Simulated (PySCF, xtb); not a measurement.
CH5ClFNSi, SMILES C(N)[Si@H](F)Cl.

GFN2-xTB in xtb at its own geometry gives an orbital gap of 4.78 eV and a dipole moment of 1.61 D.

The structure is a stationary point at B3LYP-D3(BJ)/def2-SVP. The structure was generated by enumeration; whether it is a known compound was not checked. Other conformers were not sampled.

What does PySCF with PBE/def2-TZVP give? (The exact figures need the calculation; the answer reports its results.)

gap 5.04 eV (levels -5.67 and -0.63 eV), dipole 1.52 D.
